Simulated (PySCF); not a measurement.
Si(Cl)2(F)(iPr), SMILES Cl[Si](F)(Cl)C(C)C, singlet (PBE0/def2-SVP optimised geometry):

```
14

C     -1.937    -0.091     0.025
C     -0.407    -0.061     0.000
C      0.144     0.755    -1.172
Si     0.290    -1.788     0.000
F     -0.180    -2.581    -1.328
Cl     2.341    -1.788     0.000
Cl    -0.370    -2.877     1.608
H     -2.340     0.933     0.079
H     -2.325    -0.652     0.888
H     -2.341    -0.558    -0.888
H     -0.045     0.387     0.945
H      1.243     0.800    -1.163
H     -0.168     0.326    -2.138
H     -0.236     1.788    -1.132
```

Computed with PBE0/def2-TZVP (PySCF).

**Question.** What are the frontier orbital energies and the dipole moment?

**Answer.** HOMO-2 -9.60 eV, HOMO-1 -9.32 eV, HOMO -8.78 eV, LUMO 0.56 eV, LUMO+1 0.58 eV; dipole moment 2.43 D.

On the same geometry PBE/def2-TZVP run with PySCF 2.14.0 gives HOMO-2 -8.12 eV, HOMO-1 -7.87 eV, HOMO -7.46 eV, LUMO -0.45 eV, LUMO+1 -0.31 eV; dipole moment 2.35 D.

Meta-Löwdin charges at PBE0/def2-TZVP: C1 -0.34, C2 -0.32, C3 -0.34, Si4 1.21, F5 -0.49, Cl6 -0.28, Cl7 -0.28, H8 0.12, H9 0.12, H10 0.12, H11 0.13, H12 0.12, H13 0.12, H14 0.12.
